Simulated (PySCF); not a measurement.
# State search for AgF

Unrestricted PBE0; PySCF, scalar-relativistic core potentials, basis sets Ag cc-pVDZ-PP with ECP28, F cc-pVDZ. Outer shells of the fragments: Ag 4d10 5s1; F 2s2 2p5.

Followed along the bond (rough minima from three points):

```tsv
2Ms+1	unpaired	⟨S²⟩ at the start	R at minimum (Å)	Te (eV)
1	none	0.00	1.97	0.00
3	σ ↑↑	2.00	1.99	2.49
```

Solutions found at the starting distance of 1.950 Å, counted from the lowest of them; the search is not exhaustive and high or unbound solutions are not listed, so other states can lie among these:

```
2Ms+1  unpaired   term  E (eV)  ⟨S²⟩  ⟨Lz²⟩  μ (D)
    1      none    ¹Σ⁺    0.00  0.00   0.00  -5.12
    3      σ ↑↑    ³Σ⁺    2.50  2.00   0.00  -1.06
    3  σ ↑, π ↑     ³Π    3.03  2.01   1.01  -0.36
    1  σ ↑, π ↓  mixed    3.16  1.01   1.01  -0.19
    3  σ ↑, δ ↑     ³Δ    4.70  2.00   4.00  -2.91
    1  σ ↑, δ ↓  mixed    4.84  1.01   4.00  -2.73
    3  σ ↑, π ↑     ³Π    6.23  2.01   1.02  -2.19
```

A term symbol is given only where ⟨S²⟩ and ⟨Lz²⟩ are close to those of a pure state; real π, δ and φ orbitals otherwise mix terms. A positive dipole means Ag(−)F(+).

Spin–orbit coupling is left out. Counting both spins, an empty level lies below a filled one in some of these solutions, because spin and occupation are held.
